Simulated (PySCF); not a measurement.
Spinor energies of Mo²⁴⁺ (molybdenum, charge +24)

Start: [Ar]. Calculated with PySCF 2.14 in an uncontracted even-tempered set (19 s from 1.1 bohr⁻², ratio 2.6; 14 p from 1.4 bohr⁻², ratio 2.6; 6 d from 1.4 bohr⁻², ratio 2.8; 3 f from 28 bohr⁻², ratio 2.8): generalised Hartree-Fock with the X2C-1e Hamiltonian and a Gaussian nucleus; spin-orbit coupling (SO) screened by Boettger's factors.

```tsv
spinor shell	electrons	ε, screened SO (eV)	weight of nominal j (screened SO)	rms radius, screened SO (bohr)
1s1/2	2	-21154.8	1.000	0.0404
2s1/2	2	-3945.3	1.000	0.165
2p1/2	2	-3708.9	1.000	0.143
2p3/2	4	-3599.4	1.000	0.147
3s1/2	2	-1381.4	1.000	0.411
3p1/2	2	-1288.5	1.000	0.401
3p3/2	4	-1264.5	1.000	0.409
```

```csv
quantity,screened SO
E (hartree),-3684.31081
M_J,0
⟨J²⟩,0.000
⟨L²⟩,0.005
⟨S²⟩,0.005
```

Breit and QED terms are absent; they matter most for the inner s and p1/2 levels.

Densities and radii are taken from the X2C orbitals without a picture-change correction, which distorts them close to the nucleus.
